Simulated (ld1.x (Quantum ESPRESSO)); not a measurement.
# Pseudopotential generation for cadmium (Cd): RRKJ, LDA (PZ), scalar-relativistic.

ld1.x (Quantum ESPRESSO) 7.5 was run on this input:

```
&input
   title='Cd', zed=48., rel=1, dft='PZ', iswitch=3,
   config='[Kr] 4d10 5s1.5 5p0',
   nld=3, rlderiv=1.80, eminld=-10.0, emaxld=5.0, deld=0.04
 /
 &inputp
   pseudotype=2, tm=.false., lloc=0,
   nlcc=.true.,
   file_pseudopw='Cd.UPF', file_wfcaegen='ae.wfc', file_wfcncgen='nc.wfc', file_beta='beta', file_chi='chi'
 /
3
4P  2  1   6.00   0.00  0.95  0.95  0.0
4D  3  2  10.00   0.00  1.65  1.65  0.0
4S  1  0   2.00   0.00  1.55  1.55  0.0
 &test
   configts(1)='4s2 4p6 4d10 5s1.5 5p0'
 /
```

Command:

```bash
ld1.x < Cd.in > Cd.out
```

Resulting log (shortened: banner, matrices, multipoles, cross overlaps and the repeated all-electron block are left out):

```
[... start of the log left out ...]

     s(1S/1S) =  1.000000  <r> =   0.0304  <r2> =    0.0013  r(max) =   0.0198
     s(2S/2S) =  1.000000  <r> =   0.1318  <r2> =    0.0205  r(max) =   0.1112
     s(2P/2P) =  1.000000  <r> =   0.1149  <r2> =    0.0161  r(max) =   0.0888
     s(3S/3S) =  1.000000  <r> =   0.3590  <r2> =    0.1474  r(max) =   0.3259
     s(3P/3P) =  1.000000  <r> =   0.3576  <r2> =    0.1484  r(max) =   0.3178
     s(4S/4S) =  1.000000  <r> =   0.8785  <r2> =    0.8753  r(max) =   0.7916
     s(4P/4P) =  1.000000  <r> =   0.9598  <r2> =    1.0568  r(max) =   0.8427
     s(3D/3D) =  1.000000  <r> =   0.3350  <r2> =    0.1335  r(max) =   0.2668
     s(4D/4D) =  1.000000  <r> =   1.2842  <r2> =    2.0082  r(max) =   0.9790
     s(5S/5S) =  1.000000  <r> =   2.7312  <r2> =    8.5407  r(max) =   2.2621
     s(5P/5P) =  1.000000  <r> =   3.7050  <r2> =   15.9559  r(max) =   2.9781

     ------------------------ End of All-electron run ------------------------

     --------------------- Generating NC pseudopotential ---------------------

      Generating local pot.: lloc=0, matching radius rcloc =   1.5500

      Computing core charge for nlcc:

       r > 0.57 : true rho core
       r < 0.57 : rho core = a sin(br)/r    a=  49.09  b=   4.72

      Integrated core pseudo-charge :   9.04

      Wfc   4P  rcut= 0.955  Estimated cut-off energy=      193.20 Ry
     l=   1 Node at 0.11547502
      This function has    1 nodes for 0 < r <    0.955

 %%%%%%%%%%%%%%%%%%%%%%%%%%%%%%%%%%%%%%%%%%%%%%%%%%%%%%%%%%%%%%%%%%%%%%%%%%%%%%
     Error in routine compute_phi (1):
     phi has nodes before r_c
 %%%%%%%%%%%%%%%%%%%%%%%%%%%%%%%%%%%%%%%%%%%%%%%%%%%%%%%%%%%%%%%%%%%%%%%%%%%%%%

     stopping ...
```

The run stopped because the RRKJ expansion in Bessel functions gave a pseudo-wave with a node inside its radius.

The run took about 0.09 s on one core of a shared server CPU.
